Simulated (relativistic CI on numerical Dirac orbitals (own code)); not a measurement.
## Transition arrays of Cd XXIII

These numbers are calculated, not measured: Dirac-Coulomb-Breit CI, orbitals from a KLI potential per configuration, model QED, valence Slater integrals scaled by 0.9, whole transition arrays (own radial code, finite nucleus).

Configuration list (outside the closed core [Ne] 3s2): 3p⁶3d⁸, 3p⁶3d⁷4f, 3p⁵3d⁹, 3p⁶3d⁷4p, 3p⁶3d⁷5f. Levels of other configurations are missing.

All E1 lines from the levels of 3p⁶3d⁸; mean and standard deviation are weighted by gf, and upper levels are sorted by their leading configuration.

```
Upper configuration  Lines    Σgf  Mean (eV)  Mean (nm)  σ (eV)  Strongest line (nm)
           3p⁶3d⁷4f    721  224.3     642.86      1.929    6.03                1.910
             3p⁵3d⁹     60   17.0     219.84      5.640   16.46                5.187
           3p⁶3d⁷4p    466   16.7     489.12      2.535    5.57                2.547
           3p⁶3d⁷5f    721   91.2     807.89      1.535    6.66                1.533
```

Σgf per state of the lower configuration in bins of 0.1 nm over the central range (centre: value): 1.55: 2.02, 1.95: 4.91, 2.55: 0.33, 5.15: 0.08.

(1) How do configuration mixing and the scaling of the Slater integrals move the arrays?

Results:

(1) Slater scale 0.9, no configuration mixing: 3p⁶3d⁷4f 643.5 ± 6.2 eV (Σgf 239.0), 3p⁵3d⁹ 220.7 ± 16.6 eV (Σgf 18.9), 3p⁶3d⁷4p 489.2 ± 5.6 eV (Σgf 15.1), 3p⁶3d⁷5f 807.2 ± 6.7 eV (Σgf 69.0); Slater scale 1: 3p⁶3d⁷4f 644.4 ± 6.5 eV (Σgf 224.9), 3p⁵3d⁹ 220.2 ± 16.9 eV (Σgf 16.9), 3p⁶3d⁷4p 489.3 ± 6.1 eV (Σgf 16.9), 3p⁶3d⁷5f 808.6 ± 7.2 eV (Σgf 91.6); Slater scale 0.8: 3p⁶3d⁷4f 641.3 ± 5.6 eV (Σgf 223.6), 3p⁵3d⁹ 219.5 ± 16.0 eV (Σgf 17.2), 3p⁶3d⁷4p 488.9 ± 5.1 eV (Σgf 16.5), 3p⁶3d⁷5f 807.2 ± 6.1 eV (Σgf 90.8). With mixing, levels are counted to their leading configuration, so an array can shrink or vanish into another, and the sums then hold other lines.
